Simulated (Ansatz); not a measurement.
lithium atom (Li), doublet; PBE/cc-pVTZ in Ansatz (a program for electronic structure).

The Ansatz input:
Ansatz 0.2 input:
```yaml
crystal:
  periodic: [false, false, false]
  atoms:
    - {symbol: Li, position_ang: [0.00000000, 0.00000000, 0.00000000]}
basis:
  gaussian:
    orbitals: cc-pVTZ
hamiltonian:
  xc: pbe
magnetization: {spin_polarized: true, initial_magnetization: 1}
```

What the program printed (banner, timings and long lists left out):

```
Functional definition: PBE
128 factors; their error is unknown
mean field evaluation 1: about -203.0246 eV, gradient 2.7e-1 eV
mean field evaluation 2: about -203.0250 eV, gradient 2.0e-2 eV
mean field evaluation 4: about -203.0227 eV, gradient 3.8e-3 eV
mean field evaluation 8: about -203.0227 eV, gradient 3.1e-6 eV
mean field -203.02273941 eV, -7.4609480595 hartree, gradient 3.1e-6 eV, S^2 0.750000; 0 other end points of the search recorded, 0 dependent functions left out
reference -203.02277332 eV, -7.4609493057 hartree; 2, 1 occupied and 28, 29 virtual orbitals, 128 factors
Total energy: -203.02277332 eV, -7.4609493057 hartree
```
